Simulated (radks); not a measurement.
Removal energies from the magnesium ion Mg9+, [He] 2s1, by Delta-SCF beside the eigenvalue of the level emptied. All-electron calculation, scalar-relativistic Kohn-Sham, BLYP, spin-polarised, spherical densities, finite nucleus; Fermi nuclear charge, rms radius of each element as measured or else 0.836 A^(1/3) + 0.57 fm. Program: a radial shooting solver on a logarithmic mesh with Libxc functionals. Open shells are filled with parallel spins first.

removed from  final configuration  Delta-SCF (eV)  -eigenvalue (eV)
2s                           [He]          368.95            351.77
1s                        1s1 2s1          1699.7            1629.7
